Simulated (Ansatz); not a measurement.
Reaction (redistribution): `[BH2][GeH2][O][SiH2]F` + `Cl[SiH2][GeH3]` → `B[SiH2][GeH3]` + `F[SiH2][O][GeH2][Cl]`

Program: Ansatz. Geometries: PBE0-D4/def2-TZVP. ΔE: electronic, gas phase. CCSD(T)/CBS is the MP2 limit (def2-TZVPP, def2-QZVPP) plus CCSD(T) − MP2 in def2-TZVPP, frozen cores. DFT in def2-TZVPP. For Ge outer-core shells are correlated without core-valence functions, which leaves a few kJ/mol of doubt a bond. Scalar relativity is left out up to krypton. Each species was taken in one conformer, which may not be the lowest.

Question: Is it downhill or uphill in electronic energy at CCSD(T)/CBS, and by how much? (An estimate is asked.)

Answer: Ansatz gave: Uphill: ΔE = +0.10 eV.

Question: What do these levels give: r2SCAN-D4, ωB97M-V, PBE0, HF/def2-TZVPP, SCS-MP2/def2-TZVPP, CCSD/def2-TZVPP, CCSD(T)/def2-TZVPP, HF/def2-QZVPP, MP2/def2-QZVPP, HF/CBS(def2), MP2/CBS(def2), CCSD/CBS(def2)? (An estimate is asked.)

Answer: The calculation gave: r2SCAN-D4 0.01, ωB97M-V 0.07, PBE0 0.03, HF/def2-TZVPP 0.10, SCS-MP2/def2-TZVPP 0.08, CCSD/def2-TZVPP 0.07, CCSD(T)/def2-TZVPP 0.04, HF/def2-QZVPP 0.11, MP2/def2-QZVPP 0.10, HF/CBS(def2) 0.11, MP2/CBS(def2) 0.13, CCSD/CBS(def2) 0.13 eV.

Largest T1 diagnostic among the species: 0.013.

In def2-TZVPP, CCSD(T) changes the Hartree–Fock value by −0.06 eV (the triples alone add −0.02 eV) and MP2 by −0.04 eV. The D4 term adds −0.03 eV with B3LYP and −0.02 eV with PBE0; it sums over pairs of atoms, weighted by their polarisabilities, and B3LYP, whose exchange is more repulsive, gets the larger term.

B3LYP here is the variant with VWN-RPA as its local correlation; programs differ in this.
